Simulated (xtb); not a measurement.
xtb input (GFN2-xTB):

```bash
xtb mol.xyz --gfn 2 --ohess tight --chrg -1 --uhf 0
```
mol.xyz:
```
3

B      0.34814439    -0.25852640     0.30277525
Br     0.94733108     0.46538717    -1.23912074
Br    -1.40419371    -0.13304180     0.94399971
```

End of the output:

```
   ------------------------------------------------------------------------
       1    151.19    -0.79226 ( 98.82%)    -0.72865 (  1.18%)    -0.79150
   ------------------------------------------------------------------------

   temp. (K)  partition function   enthalpy   heat capacity  entropy
                                   cal/mol     cal/K/mol   cal/K/mol   J/K/mol
 298.15  VIB   2.64                  771.744      4.687      4.513
Note: The following floating-point exceptions are signalling: IEEE_UNDERFLOW_FLAG IEEE_DENORMAL
normal termination of xtb
         ROT  0.645E+05              888.752      2.981     24.990
         INT  0.170E+06             1660.496      7.668     29.502
         TR   0.216E+28             1481.254      4.968     41.292
         TOT                        3141.7498    12.6364    70.7942   296.2028

       T/K    H(0)-H(T)+PV         H(T)/Eh          T*S/Eh         G(T)/Eh
   ------------------------------------------------------------------------
    298.15    0.500670E-02    0.731166E-02    0.336366E-01   -0.263249E-01
   ------------------------------------------------------------------------

         :::::::::::::::::::::::::::::::::::::::::::::::::::::
         ::                  THERMODYNAMIC                  ::
         :::::::::::::::::::::::::::::::::::::::::::::::::::::
         :: total free energy          -9.619142670606 Eh   ::
         ::.................................................::
         :: total energy               -9.592817738031 Eh   ::
         :: zero point energy           0.002304961349 Eh   ::
         :: G(RRHO) w/o ZPVE           -0.028629893924 Eh   ::
         :: G(RRHO) contrib.           -0.026324932575 Eh   ::
         :::::::::::::::::::::::::::::::::::::::::::::::::::::

optimized geometry written to: xtbopt.xyz

           -------------------------------------------------
          | TOTAL ENERGY               -9.592817738031 Eh   |
          | TOTAL ENTHALPY             -9.585506079685 Eh   |
          | TOTAL FREE ENERGY          -9.619142670606 Eh   |
          | GRADIENT NORM               0.000065493321 Eh/α |
          | HOMO-LUMO GAP               1.944424139143 eV   |
           -------------------------------------------------

------------------------------------------------------------------------
------------------------------------------------------------------------
 total:
 SCF:
 ANC optimizer:
 analytical hessian:
```
